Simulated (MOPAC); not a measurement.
MOPAC input (MNDO):

```
MNDO 1SCF UHF MS=0.5 GEO-OK AUX(PRECISION=9) THREADS=1
H2In

In    0.03171700 1    0.00673700 1    0.01266700 1
H    -0.49704300 1   -1.67086300 1   -0.21062800 1
H    -1.05707000 1    1.34076100 1   -0.41007300 1
```

Output:

```
 *******************************************************************************
 **                                                                           **
 **                              MOPAC v23.2.5                                **
 **                                                                           **
 *******************************************************************************
 ** MOPAC's Digital Object Identifier: https://doi.org/10.5281/zenodo.6511958 **
 **                                                                           **
 ** Please cite the open-source release paper for use of this MOPAC version:  **
 ** J. E. Moussa and J. J. P. Stewart (2026)                                  **
 ** MOPAC: An open-source semiempirical molecular orbital program             **
 ** J. Open Source Softw., 11(119), 8025, https://doi.org/10.21105/joss.08025 **
 *******************************************************************************

                              MNDO CALCULATION RESULTS

 *******************************************************************************
 *  MNDO       - The MNDO Hamiltonian to be used
 *  GEO-OK     - OVERRIDE INTERATOMIC DISTANCE AND OTHER SAFETY CHECKS
 *  UHF        - UNRESTRICTED HARTREE-FOCK CALCULATION
 *  MS=        - IN MECI, MAGNETIC COMPONENT OF SPIN =  0.5
 *  1SCF       - DO 1 SCF AND THEN STOP
 *  AUX        - OUTPUT AUXILIARY INFORMATION
 *******************************************************************************
MNDO 1SCF UHF MS=0.5 GEO-OK AUX(PRECISION=9) THREADS=1
 H2In

   ATOM   CHEMICAL          X               Y               Z
  NUMBER   SYMBOL      (ANGSTROMS)     (ANGSTROMS)     (ANGSTROMS)

     1      In          0.03171700  *   0.00673700  *   0.01266700  *
     2       H         -0.49704300  *  -1.67086300  *  -0.21062800  *
     3       H         -1.05707000  *   1.34076100  *  -0.41007300  *

          CARTESIAN COORDINATES

    NO.       ATOM           X           Y           Z

     1        In          0.0317      0.0067      0.0127
     2         H         -0.4970     -1.6709     -0.2106
     3         H         -1.0571      1.3408     -0.4101

  H: (MNDO): M.J.S. DEWAR, W. THIEL, J. AM. CHEM. SOC., 99, 4899, (1977)
 In: (MNDO): J. J. P. STEWART, J. MOL. MOD., 10, 155-164 (2004)

           Empirical Formula: H2 In  =     3 atoms

      MOLECULAR POINT GROUP   :   C2v

          UHF CALCULATION, NO. OF ALPHA ELECTRONS =    3
                           NO. OF BETA  ELECTRONS =    2

 -------------------------------------------------------------------------------
 MNDO 1SCF UHF MS=0.5 GEO-OK AUX(PRECISION=9) THREADS=1
 H2In

     1SCF WAS SPECIFIED, SO BFGS WAS NOT USED
     SCF FIELD WAS ACHIEVED

                              MNDO CALCULATION
                                                       MOPAC v23.2.5 Linux

          FINAL HEAT OF FORMATION =         69.15242 KCAL/MOL =     289.33372 KJ/MOL

          COSMO AREA              =         70.72 SQUARE ANGSTROMS
          COSMO VOLUME            =         53.74 CUBIC ANGSTROMS

          IONIZATION POTENTIAL    =          8.228626 EV
          ALPHA SOMO LUMO (EV)    =         -8.229 -0.132
          BETA  SOMO LUMO (EV)    =         -9.871 -0.744
          NO. OF ALPHA ELECTRONS  =          3
          NO. OF BETA  ELECTRONS  =          2
          MOLECULAR WEIGHT        =        116.8358         POINT GROUP:  C2v

          MOLECULAR DIMENSIONS (Angstroms)

            Atom       Atom       Distance
            H     3    H     2     3.06974
            H     2   In     1     0.88767
           In     1    H     2     0.00000

          SCF CALCULATIONS        =          1

   ATOM   CHEMICAL          X               Y               Z
  NUMBER   SYMBOL      (ANGSTROMS)     (ANGSTROMS)     (ANGSTROMS)

     1      In          0.03171700  *   0.00673700  *   0.01266700  *
     2       H         -0.49704300  *  -1.67086300  *  -0.21062800  *
     3       H         -1.05707000  *   1.34076100  *  -0.41007300  *

                             CARTESIAN COORDINATES

   1   In        0.031717000     0.006737000     0.012667000
   2    H       -0.497043000    -1.670863000    -0.210628000
   3    H       -1.057070000     1.340761000    -0.410073000

           Empirical Formula: H2 In  =     3 atoms

      MOLECULAR POINT GROUP   :   C2v

          ALPHA EIGENVALUES
 -15.67293 -11.15490  -8.22863  -0.13223   1.96951   3.47361

           BETA EIGENVALUES
 -14.63591  -9.87056  -0.74355   0.42213   3.22013   4.39129

              NET ATOMIC CHARGES AND DIPOLE CONTRIBUTIONS

  ATOM NO.   TYPE          CHARGE      No. of ELECS.   s-Pop       p-Pop
    1         In           0.401209        2.5988     1.59006     1.00873
    2          H          -0.200605        1.2006     1.20060
    3          H          -0.200605        1.2006     1.20060
 DIPOLE           X         Y         Z       TOTAL
 POINT-CHG.     1.559     0.331     0.622     1.711
 HYBRID        -1.086    -0.231    -0.434     1.192
 SUM            0.473     0.100     0.189     0.519

          ATOMIC ORBITAL ELECTRON POPULATIONS

     Atom    s        px        py        pz
    1 In   1.59006   0.37336   0.57645   0.05892
    2  H   1.20060
    3  H   1.20060

                    (SZ)    =    0.500000
                    (S**2)  =    0.759079

          ATOMIC ORBITAL SPIN POPULATIONS

    Atom   Total    s     px     py     pz
         Atomic
    1 In  0.5379  0.219  0.326 -0.059  0.052
    2  H  0.2311  0.231
    3  H  0.2311  0.231

 **********************
 *                    *
 * JOB ENDED NORMALLY *
 *                    *
 **********************

 == MOPAC DONE ==
```

The geometry given is a B3LYP-D3(BJ)/def2-TZVP minimum.
